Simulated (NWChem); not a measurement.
Everything below was run with NWChem. System: H3P2, charge 0, spin multiplicity 2, at a geometry optimised with UPBE/def2-SVP. The structure started from a generated list of species. Its SCF solution wasn't tested for a lower state. Level: UMP2/def2-TZVP, 10 core orbitals frozen.

Input file:

```
start mol
memory heap 200 mb stack 900 mb global 1100 mb
geometry units angstroms nocenter noautoz noautosym
  P      0.971535    -0.438719     0.428141
  P     -0.892682     0.319238    -0.470623
  H      1.689339     0.747891     0.015857
  H     -1.075650     1.521376     0.305356
  H     -1.796471    -0.477046     0.316015
end
basis spherical
  * library def2-tzvp
end
scf
  uhf
  nopen 1
  maxiter 100
  thresh 1e-7
  semidirect memsize 60000000 filesize 0
  # guess.movecs holds the orbitals of an unrestricted PBE0 run
  vectors input guess.movecs output mol.movecs
end
mp2
  freeze core 10
end
task mp2 energy
```

Output (cleaned and shortened):

```
             Northwest Computational Chemistry Package (NWChem) 7.3.0
             --------------------------------------------------------

                                NWChem Input Module
                                -------------------

 Scaling coordinates for geometry "geometry" by  1.889725989
 (inverse scale =  0.529177249)

                             Geometry "geometry" -> ""
                             -------------------------

 Output coordinates in angstroms (scale by  1.889725989 to convert to a.u.)

  No.       Tag          Charge          X              Y              Z
 ---- ---------------- ---------- -------------- -------------- --------------
    1 P                   15.0000     0.97153500    -0.43871900     0.42814100
    2 P                   15.0000    -0.89268200     0.31923800    -0.47062300
    3 H                    1.0000     1.68933900     0.74789100     0.01585700
    4 H                    1.0000    -1.07565000     1.52137600     0.30535600
    5 H                    1.0000    -1.79647100    -0.47704600     0.31601500

 Effective nuclear repulsion energy (a.u.)      79.7487858069

            Nuclear Dipole moment (a.u.)
            ----------------------------
        X                 Y               Z
 ---------------- ---------------- ----------------
     0.0000245664     0.0000113384    -0.0000037795


 Summary of "ao basis" -> "" (spherical)
 ------------------------------------------------------------------------------
       Tag                 Description            Shells   Functions and Types
 ---------------- ------------------------------  ------  ---------------------
 *                         def2-tzvp                  on all atoms

 Summary of "ao basis" -> "ao basis" (spherical)
 ------------------------------------------------------------------------------
       Tag                 Description            Shells   Functions and Types
 ---------------- ------------------------------  ------  ---------------------
 P                         def2-tzvp                13       37   5s5p2d1f
 H                         def2-tzvp                 4        6   3s1p

                                 NWChem SCF Module
                                 -----------------

  ao basis        = "ao basis"
  functions       =    92
  atoms           =     5
  alpha electrons =    17
  beta  electrons =    16
  charge          =   0.00
  wavefunction    = UHF
  use symmetry    = F
  symmetry adapt  = F

 Summary of "ao basis" -> "ao basis" (spherical)
 ------------------------------------------------------------------------------
       Tag                 Description            Shells   Functions and Types
 ---------------- ------------------------------  ------  ---------------------
 P                         def2-tzvp                13       37   5s5p2d1f
 H                         def2-tzvp                 4        6   3s1p

 Forming initial guess at       0.1s

 Starting SCF solution at       0.1s

 ----------------------------------------------
         Quadratically convergent UHF

 Convergence threshold     :          1.000E-07
 Maximum no. of iterations :          100
 Integral*density screening:          1.000E-09
 ----------------------------------------------

              iter       energy          gnorm     gmax       time
             ----- ------------------- --------- --------- --------
                 1     -683.2000788931  6.95D-01  2.24D-01      2.1
                 2     -683.2163590378  7.50D-02  1.23D-02      2.3
[...]
    4 H    1     0.49   0.12  0.28  0.09  0.01
    5 H    1     0.48   0.12  0.27  0.08  0.01

   Mulliken analysis of the beta density
   -------------------------------------

    Atom       Charge   Shell Charges
 -----------   ------   -------------------------------------------------------
    1 P   15     7.01   1.00  0.27  0.72  0.51  0.37  2.07  0.86  0.25  0.60  0.28  0.02  0.05  0.01
    2 P   15     7.58   1.00  0.27  0.72  0.50  0.35  2.08  0.85  0.33  0.94  0.43  0.03  0.07  0.01
    3 H    1     0.50   0.12  0.28  0.09  0.01
    4 H    1     0.45   0.11  0.25  0.08  0.01
    5 H    1     0.47   0.12  0.26  0.08  0.01

   Mulliken analysis of the spin density
   -------------------------------------

    Atom       Charge   Shell Charges
 -----------   ------   -------------------------------------------------------
    1 P   15     1.04   0.00  0.00 -0.00  0.02  0.03  0.03 -0.02  0.14  0.54  0.29  0.00  0.01 -0.00
    2 P   15    -0.05   0.00  0.00 -0.00  0.00 -0.00 -0.00  0.00 -0.00 -0.02 -0.03  0.00  0.01  0.00
    3 H    1    -0.04  -0.01 -0.03 -0.01  0.00
    4 H    1     0.04   0.01  0.03  0.00 -0.00
    5 H    1     0.01   0.00  0.01  0.00 -0.00

       Multipole analysis of the density wrt the origin
       ------------------------------------------------

     L   x y z        total         alpha         beta         nuclear
     -   - - -        -----         -----         ----         -------
     0   0 0 0     -0.000000    -17.000000    -16.000000     33.000000

     1   1 0 0     -0.077059     -0.840743      0.763660      0.000025
     1   0 1 0      0.233855      0.391104     -0.157260      0.000011
     1   0 0 1      0.166668     -0.262692      0.429364     -0.000004

     2   2 0 0    -20.918418    -72.437999    -67.574051    119.093632
     2   1 1 0      0.957870     19.585841     17.740321    -36.368292
     2   1 0 1     -1.003883    -21.915895    -20.768307     41.680318
     2   0 2 0    -21.186074    -25.073235    -22.957628     26.844789
     2   0 1 1      0.566575      8.488228      9.024648    -16.946301
     2   0 0 2    -23.132427    -24.843992    -20.661938     22.373504

                   NWChem MP2 Semi-direct Energy/Gradient Module
                   ---------------------------------------------

  Basis functions       =     92
  Molecular orbitals    =     92
  Frozen core           =     10
  Frozen virtuals       =      0
  Active alpha occupied =      7
  Active beta occupied  =      6
  Active alpha virtual  =     75
  Active beta virtual   =     76
  Use MO symmetry       = F
  Use skeleton AO sym   = F

  AO/Fock/Back tols     =   1.0D-09  1.0D-09  1.0D-09

 GA uses MA = F    GA memory limited = T

 Available:
  local mem=  1.26D+08
 global mem=  1.44D+08
 local disk=  0.00D+00
  mp2_memr nvloc                    75
  nvloc new                    75
   1 passes of   7:        5242880                      43506                   7552607.
   1 passes of   7: M    126151903           G      144162272           F     120909023.

 Semi-direct pass number   1 of   1  for UHF alpha       at        7.6s
  vrange nnbf                  4223
  mp2_eaftype                    28  avail_ma_in_mb                  1099
 EAF : mp2_eaftype filesize          28    3776304.
  mp2_eaf for mointskh                     28
Node 0 wrote     17.7 Mb in      0.0 s     Agg I/O rate:  2219.8 Mb/s
 Done moints_semi at       12.1s
  mp2_eaftype                    28  avail_ma_in_mb                  1071
 EAF : mp2_eaftype filesize          28    3776304.
  mp2_eaf for kh                    28
 Done maket at       12.3s
 Done multipass loop at       12.3s

 GA uses MA = F    GA memory limited = T

 Available:
  local mem=  1.26D+08
 global mem=  1.44D+08
 local disk=  0.00D+00
  mp2_memr nvloc                    76
  nvloc new                    76
   1 passes of   6:        5242880                      40057                   6561891.
   1 passes of   6: M    126151903           G      144162272           F     120909023.

 Semi-direct pass number   1 of   1  for UHF beta        at       12.4s
  vrange nnbf                  4223
  mp2_eaftype                    25  avail_ma_in_mb                  1099
 EAF : mp2_eaftype filesize          25    3280946.
  mp2_eaf for mointskh                     25
Node 0 wrote     15.4 Mb in      0.0 s     Agg I/O rate:  2051.6 Mb/s
 Done moints_semi at       16.2s
  mp2_eaftype                    25  avail_ma_in_mb                  1074
 EAF : mp2_eaftype filesize          25    3280946.
  mp2_eaf for kh                    25
 Done maket at       16.4s
 Done multipass loop at       16.4s

          -------------------------------------------
          SCF energy                -683.218336027016
          Correlation energy          -0.273892157158
          Singlet pairs                0.000000000000
          Triplet pairs                0.000000000000
          Total MP2 energy          -683.492228184174
          -------------------------------------------

          ---------------------------------------------------
                    Spin Component Scaled (SCS) MP2
          Same spin pairs                     -0.055512432293
          Same spin scaling factor             0.333333333333
          Opposite spin pairs                 -0.218379724865
          Opposite spin scaling fact.          1.200000000000
          SCS-MP2 correlation energy          -0.280559813936
          Total SCS-MP2 energy              -683.498895840952
          ---------------------------------------------------

 -----------------------
 Performance information
 -----------------------

 Timer overhead =  2.92D-07 seconds/call

               Nr. of calls         CPU time (s)                 Wall time (s)                GFlops
             ---------------    -------------------     ------------------------------   -------------------
Name         Min   Avg   Max    Min     Avg     Max     Min     Avg     Max   Mx/calls   Min     Max     Sum
mp2: moin     2     2     2    8.4     8.4     8.4      8.4     8.4     8.4     4.2      0.0     0.0     0.0
mp2: make     2     2     2   0.31    0.31    0.31     0.31    0.31    0.31    0.16      0.0     0.0     0.0
mp2: tota     1     1     1    8.8     8.8     8.8      8.8     8.8     8.8     8.8      0.0     0.0     0.0

 The average no. of pstat calls per process was 5.00D+00
 with a timing overhead of 1.46D-06s

 Task  times  cpu:       16.4s     wall:       16.4s

 Total times  cpu:       16.4s     wall:       16.4s
```
